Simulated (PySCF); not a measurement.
## How methods differ on the excitation energy of Si⁺

Si⁺ [Ne] 3s2 3p1 (2P) → Si⁺ [Ne] 3s1 3p1 4s1 (4P), as a difference of total energies. Computed with PySCF 2.14 in aug-cc-pVTZ-DK (6s5p3d2f, 50 functions), with scalar relativity by spin-free X2C-1e. Correlated levels: valence: [Ne] frozen. The calculations carry no spin-orbit coupling.

```tsv
method	excitation energy (eV)
UHF	13.045
wB97M-V	14.414
wB97X	14.436
LC-wPBE	14.309
MP2 (valence)	13.964
SCS-MP2 (valence)	14.265
```

How much does correlation contribute at MP2 (valence)?

13.964 − (13.045) = 0.919 eV, measured against UHF.

Errors of the correlated levels include the incompleteness of this basis and the frozen core.

For comparison: 14.490 eV (measured; NIST levels, between the centres of gravity of the two terms).
